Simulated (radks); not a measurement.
Results of a calculation; reference values are marked as such.
Question: Ionisation of Li, [He] 2s1, to Li+, [He], under several functionals. Non-relativistic Kohn-Sham, spin-polarised, spherical densities, point nucleus; open shells are filled with parallel spins first; a radial shooting solver on a logarithmic mesh with Libxc functionals. Known Delta-SCF values: exchange-only PBE 5.407 eV; OLYP 5.576 eV. What does LDA (Slater exchange, Perdew-Wang correlation) give, and what is its highest occupied eigenvalue?

Answer: 5.472 eV by Delta-SCF; the 2s eigenvalue is -3.165 eV. NIST: 5.392 eV (measured).
